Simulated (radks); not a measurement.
Task: These are the eigenvalues of the occupied orbitals of an atom or ion with whole-number occupations (Ry). Method: non-relativistic Kohn-Sham, PBE, spin-polarised, spherical densities, point nucleus; computed with a radial shooting solver on a logarithmic mesh with Libxc functionals.

1s up: -35.28317
1s down: -35.18087
2s up: -6.58120

Which element is it, and in what charge state? The configuration may be excited. Open shells, if any, are filled with parallel spins first.

Result: Z = 7, nitrogen, charge +4: N4+ in [He] 2s1. The list shows which subshells hold electrons but not how many an open one holds; the 1s level, -17.642 hartree, gives Z - s = 5.9 by -(Z - s)^2/2, which with screening narrows Z to a few neighbours, and the depths of the outer levels then fix element, charge and occupations together.
